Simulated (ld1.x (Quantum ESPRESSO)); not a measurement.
**Reading a pseudo-wave (gallium)**

Columns: radius, all-electron u(r) and pseudo u(r) of the 3d shell (level -33.23 eV) of gallium in the configuration [Ar] 3d10 4s1.5 4p0; PBE, scalar-relativistic, RRKJ scheme, ld1.x (Quantum ESPRESSO) 7.5.

```tsv
r (bohr)	all-electron	pseudo
0.098	0.1379	0.0192
0.195	0.4905	0.1368
0.292	0.8111	0.3872
0.390	1.0104	0.7234
0.488	1.0923	1.0352
0.585	1.0918	1.2208
0.682	1.0434	1.2458
0.780	0.9700	1.1420
0.878	0.8866	0.9832
0.975	0.8026	0.8368
1.072	0.7216	0.7273
1.170	0.6450	0.6450
1.268	0.5746	0.5746
1.365	0.5113	0.5113
1.463	0.4536	0.4536
1.560	0.4024	0.4024
1.658	0.3562	0.3562
1.755	0.3154	0.3154
1.852	0.2790	0.2790
1.950	0.2463	0.2463
2.047	0.2176	0.2176
2.145	0.1919	0.1919
2.242	0.1693	0.1693
2.340	0.1490	0.1490
2.438	0.1311	0.1311
2.535	0.1154	0.1154
```

(1) How many radial nodes do the two functions have?

(2) At about which radius was the pseudo-wave matched?

(3) Is the pseudo-wave norm-conserving?

## Answers

(1) The all-electron 3d function has n − l − 1 = 0; the pseudo-wave has 0.

(2) 1.20 bohr, where the columns begin to agree (steps of 0.10 bohr).

(3) Yes: the RRKJ scheme keeps the norm inside the radius equal to the all-electron one, which fixes the energy derivative of the logarithmic derivative at the level.
